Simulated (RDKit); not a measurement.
Job for RDKit: UFF on CH4O2Sn (a complex), monomers drawn apart or pushed together.

```python
from rdkit import Chem
from rdkit.Chem import AllChem, rdDetermineBonds

blocks = [
'''5

Sn   -0.29400448    0.54737426   -0.04775112
H     0.94174952    0.11055974   -1.14051552
H    -1.47058180    1.49212606   -0.84733747
H    -1.02929679   -0.86100457    0.58325939
H     0.37245203    1.44503887    1.24546580
''',
'''3

O     2.03538991   -2.45932050    5.50197693
C     1.12333190   -2.07718785    6.10847497
O     0.21178580   -1.69512926    6.71395739
''',
]
mol = None
for b in blocks:
    f = Chem.MolFromXYZBlock(b)
    rdDetermineBonds.DetermineBonds(f, charge=0)
    mol = f if mol is None else Chem.CombineMols(mol, f)
Chem.SanitizeMol(mol)
print(Chem.MolToSmiles(Chem.RemoveHs(mol)))
ff = AllChem.UFFGetMoleculeForceField(mol, vdwThresh=100.0, ignoreInterfragInteractions=False)
e = ff.CalcEnergy()
print(f'UFF energy {e:.6f} kcal/mol')
```

It printed:

```
O=C=O.[SnH4]
UFF energy 10.235981 kcal/mol
```

The run finished.

Cost: about 0.010 core-seconds (a rough figure).
